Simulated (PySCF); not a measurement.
SMILES c1c(cc(cc1)B)C=C (C8H9B), GFN2-xTB optimised geometry.

```
18

B      2.90    -0.78     0.00
C      1.35    -0.78     0.00
C      0.62    -1.98     0.00
C     -0.76    -1.98     0.00
C     -1.46    -0.79     0.00
C     -0.78     0.43     0.00
C     -1.46     1.72     0.00
C     -2.77     1.93    -0.05
C      0.62     0.41     0.00
H      3.49    -1.78     0.00
H      3.48     0.24     0.01
H      1.16    -2.92     0.00
H     -1.30    -2.92     0.00
H     -2.54    -0.81     0.00
H     -0.80     2.58     0.04
H     -3.18     2.92    -0.05
H     -3.49     1.12    -0.09
H      1.15     1.35     0.00
```

Density from CAM-B3LYP/def2-SVP (PySCF) at that geometry.

Minimum of the electron density along straight lines between bonded atoms, close to the bond critical point (lines longer than 1.1 times the sum of covalent radii, or with two minima, are not listed):

```tsv
bond	length / Å	ρ at the minimum / e bohr⁻³	∇²ρ there / e bohr⁻⁵	position (fraction from the first atom)
B1–C2	1.545	0.191	-0.12	0.33
C2–C3	1.403	0.305	-0.78	0.49
C3–C4	1.382	0.317	-0.84	0.50
C4–C5	1.383	0.316	-0.83	0.50
C5–C6	1.397	0.309	-0.79	0.50
C6–C7	1.459	0.277	-0.69	0.50
C7–C8	1.327	0.345	-0.93	0.50
C2–C9	1.400	0.307	-0.79	0.49
C6–C9	1.393	0.312	-0.80	0.50
B1–H10	1.170	0.182	-0.14	0.43
B1–H11	1.170	0.182	-0.14	0.43
C3–H12	1.080	0.285	-1.11	0.64
C4–H13	1.081	0.283	-1.09	0.63
C5–H14	1.079	0.286	-1.11	0.64
C7–H15	1.084	0.283	-1.08	0.63
C8–H16	1.077	0.284	-1.10	0.64
C8–H17	1.077	0.284	-1.09	0.64
C9–H18	1.082	0.285	-1.10	0.64
```
